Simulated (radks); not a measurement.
Excited configurations of Sr I: one electron is placed in a higher orbital outside [Kr] 5s1. The ground configuration is [Kr] 5s2. All-electron calculation, scalar-relativistic Kohn-Sham, PBE, spin-polarised, spherical densities, finite nucleus; open shells are filled with parallel spins first (spin-orbit coupling, left out, can overturn this in heavy ions); Fermi nuclear charge, rms radius 4.224 fm. Program: a radial shooting solver on a logarithmic mesh with Libxc functionals. Excitation = E - E(ground); binding = E(ion) - E, where the ion is the core of charge +1; n* = 1/sqrt(2 binding) in atomic units, and the quantum defect is n - n*.

outer orbital  excitation (eV)  binding (eV)     n*  quantum defect  eigenvalue (eV)  <r> (bohr)
5d                       4.142         1.557  2.956           2.044           -0.788       11.32
5f                       4.990         0.708  4.383           0.617           -0.401       27.02
6s                       3.471         2.228  2.471           3.529           -1.376       10.03
6f                       5.173         0.526  5.086           0.914           -0.331       39.84
7s                       4.445         1.254  3.294           3.706           -0.795       18.37
7d                       5.020         0.679  4.477           2.523           -0.437       32.01

The Delta-SCF ionisation energy is 5.699 eV (NIST Atomic Spectra Database: 5.695 eV, measured). Self-interaction in the functional shifts the binding energies and quantum defects, so they are the method's values and not measured ones.
